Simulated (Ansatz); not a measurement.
Cost and result for the atomization energy of CH₃CdF (`[CH3][Cd][F]`) (6 atoms, 5 bonds).

Cartesian coordinates in Å:
```
C -0.5459 0.1417 -0.6150
Cd 0.8144 -0.2113 0.9173
F 2.0880 -0.5419 2.3521
H -0.2637 1.0457 -1.1541
H -0.5487 -0.7027 -1.3039
H -1.5441 0.2685 -0.1965
```

The species carries charge 0 and has multiplicity 1. Correlated methods include outer-core shells of Cd, which these sets cover unevenly. Cd: def2 effective core potential. Geometry: relaxed with PBE0-D4/def2-TZVP. Program: Ansatz. Hardware: A = 2 threads of an AMD EPYC 7R13 on a shared host; B = 2 threads of an AMD EPYC 7R13 on a shared host and a share of an NVIDIA H100 80 GB. Times are those of one run each, without the atoms' runs, and a repeat can differ threefold. Electronic energies, without spin–orbit coupling; frozen cores. CCSD(T)/CBS adds CCSD(T) − MP2 in def2-TZVPP to the MP2 limit, and its time is that of the two runs behind it. T1 = 0.014. With those shells the extrapolation isn't a true limit. B3LYP takes the VWN-RPA correlation (the form of Gaussian; ORCA's B3LYP/G).

CCSD(T)/CBS is a level of theory with its own doubt, some kJ/mol a heavy atom from the limit and from the frozen cores, so smaller differences don't rank the functionals.

| level | functions | wall time | atomization (kcal/mol) | difference from CCSD(T)/CBS | per bond |
| --- | --- | --- | --- | --- | --- |
| PBE0-D4/def2-TZVPP [A] | 160 | 1.4 s | 430.2 | -2.2 | -0.4 |
| PBE-D4/def2-TZVPP (with forces) [A] | 160 | 1.4 s | 439.2 | 6.8 | 1.4 |
| B3LYP-D4/def2-TZVPP (with forces) [A] | 160 | 2.3 s | 427.8 | -4.6 | -0.9 |
| r2SCAN-D4/def2-TZVPP (with forces) [A] | 160 | 2.4 s | 435.2 | 2.8 | 0.6 |
| B2PLYP/def2-TZVPP [A] | 160 | 3.1 s | 425.1 | -7.3 | -1.5 |
| ωB97X-V/def2-TZVPP [A] | 160 | 4.2 s | 435.1 | 2.7 | 0.5 |
| ωB97M-V/def2-TZVPP (with forces) [A] | 160 | 6 s | 434.1 | 1.7 | 0.3 |
| CCSD(T)/def2-TZVPP [B] | 160 | 6 s | 419.8 | -12.6 | -2.5 |
| CCSD(T)/def2-QZVPP [B] | 292 | 8 s | 428.0 | -4.4 | -0.9 |
| CCSD(T)/CBS(def2) | – | 14 s | 432.4 | 0.0 | 0.0 |

From PBE to PBE0 (25 % exact exchange), in def2-TZVPP and without D4, the atomization energy moves by −8.8 kcal/mol: exact exchange takes away binding that semilocal exchange gives to molecules. In def2-TZVPP, CCSD(T) changes the Hartree–Fock value by +108.7 kcal/mol (the triples alone add +6.3 kcal/mol) and MP2 by +116.3 kcal/mol; breaking electron pairs costs correlation energy, which Hartree–Fock lacks. The D4 term adds +2.9 kcal/mol with B3LYP and +1.5 kcal/mol with PBE0; it sums over pairs of atoms, weighted by their polarisabilities, and B3LYP, whose exchange is more repulsive, gets the larger term.
